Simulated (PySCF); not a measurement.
Fractional electron number in Au (gold, neutral)

The 6s alpha orbital of [Xe] 4f14 5d10 6s1 is emptied in steps (occupation f), with all orbitals relaxed, ending at [Xe] 4f14 5d10. Calculation: PySCF 2.14, in aug-cc-pVTZ-PP with ECP60MDF; a scalar-relativistic core potential. The exact energy is a straight line in f; departures are measured from the line between the end points of the same method.

```csv
f,CAM-B3LYP (eV)
1,0.000
0.75,-0.263
0.5,-0.353
0.25,-0.267
0,0.000
```

Task: For CAM-B3LYP, how does the orbital energy at f = 1 compare with the removal energy?

Result: −ε = 7.853 eV against a total-energy difference of 9.244 eV. By Janak's theorem ε = ∂E/∂f, so the gap between them reflects the curvature. Along the path −ε is 8.535 (f = 0.75), 9.233 (f = 0.5), 9.947 (f = 0.25) eV.

Reference removal energy between the ground levels: 9.226 eV (measured; NIST Atomic Spectra Database, ionization energies).
